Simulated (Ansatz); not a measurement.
Breaking a bond: SMILES [GaH3]. The Ga1–H4 bond (Ga1 also carries H, H; H4 carries nothing else) is stretched with both fragments frozen at the PBE0/def2-TZVP optimised geometry.

Methods: RMP2 = MP2 on RHF/cc-pVTZ, cores with 3d frozen run with Ansatz (an electronic-structure program); RHF/cc-pVTZ (Ansatz); UKS-PBE0 = unrestricted PBE0/cc-pVTZ (Ansatz); UMP2 = MP2 on UHF/cc-pVTZ, cores with 3d frozen run with Ansatz.

Energies are in eV, each relative to the lowest point of its own curve near equilibrium.

```json
[
 {"R / Å": "1.26", "RMP2": "1.173", "RHF": "1.168", "UKS-PBE0": "1.063", "UMP2": "1.173"},
 {"R / Å": "1.35", "RMP2": "0.524", "RHF": "0.518", "UKS-PBE0": "0.461", "UMP2": "0.524"},
 {"R / Å": "1.42", "RMP2": "0.226", "RHF": "0.221", "UKS-PBE0": "0.190", "UMP2": "0.226"},
 {"R / Å": "1.48", "RMP2": "0.080", "RHF": "0.076", "UKS-PBE0": "0.061", "UMP2": "0.080"},
 {"R / Å": "1.52", "RMP2": "0.026", "RHF": "0.024", "UKS-PBE0": "(withheld)", "UMP2": "0.026"},
 {"R / Å": "1.57", "RMP2": "0.000", "RHF": "0.000", "UKS-PBE0": "0.000", "UMP2": "0.000"},
 {"R / Å": "1.60", "RMP2": "0.003", "RHF": "(withheld)", "UKS-PBE0": "0.007", "UMP2": "0.003"},
 {"R / Å": "1.68", "RMP2": "0.066", "RHF": "0.071", "UKS-PBE0": "0.078", "UMP2": "0.066"},
 {"R / Å": "1.76", "RMP2": "0.190", "RHF": "0.200", "UKS-PBE0": "0.206", "UMP2": "0.190"},
 {"R / Å": "1.79", "RMP2": "0.249", "RHF": "0.261", "UKS-PBE0": "0.264", "UMP2": "0.249"},
 {"R / Å": "1.94", "RMP2": "0.608", "RHF": "0.631", "UKS-PBE0": "0.616", "UMP2": "0.608"},
 {"R / Å": "2.10", "RMP2": "1.059", "RHF": "1.099", "UKS-PBE0": "1.050", "UMP2": "1.059"},
 {"R / Å": "2.32", "RMP2": "1.707", "RHF": "1.777", "UKS-PBE0": "1.666", "UMP2": "1.823"},
 {"R / Å": "2.63", "RMP2": "2.568", "RHF": "2.694", "UKS-PBE0": "2.474", "UMP2": "—"},
 {"R / Å": "2.78", "RMP2": "2.942", "RHF": "3.103", "UKS-PBE0": "2.787", "UMP2": "—"},
 {"R / Å": "3.16", "RMP2": "3.743", "RHF": "4.017", "UKS-PBE0": "3.235", "UMP2": "—"},
 {"R / Å": "3.41", "RMP2": "4.157", "RHF": "4.527", "UKS-PBE0": "(withheld)", "UMP2": "—"},
 {"R / Å": "3.83", "RMP2": "4.665", "RHF": "5.240", "UKS-PBE0": "3.477", "UMP2": "—"},
 {"R / Å": "4.27", "RMP2": "4.976", "RHF": "5.826", "UKS-PBE0": "3.510", "UMP2": "—"},
 {"R / Å": "4.77", "RMP2": "5.098", "RHF": "(withheld)", "UKS-PBE0": "3.521", "UMP2": "—"},
 {"R / Å": "5.54", "RMP2": "(withheld)", "RHF": "(withheld)", "UKS-PBE0": "3.525", "UMP2": "—"}
]
```

Problem. Some entries are withheld; supply them.

Solution. 
- 1.52, UKS-PBE0: 0.017
- 1.60, RHF: 0.004
- 3.41, UKS-PBE0: 3.374
- 4.77, RHF: 6.337
- 5.54, RMP2: 4.916
- 5.54, RHF: 6.887

Dashes: no converged value, or the column stops at the first point that the program doubted or that broke a chosen test of continuity, which isn't proof of a fault.

The restricted form behind RMP2, RHF keeps the bonding electrons paired and can't separate into open-shell fragments. The T1 diagnostic of CCSD on the restricted reference of RMP2 exceeds 0.045 at 3.16 to 5.54 Å. The unrestricted determinant behind UKS-PBE0 is spin-contaminated at 2.78 to 5.54 Å (<S²> up to 1.0, against 0.00 for a pure singlet). The unrestricted determinant behind UMP2 is spin-contaminated at 2.32 to 5.54 Å (<S²> up to 1.0, against 0.00 for a pure singlet).
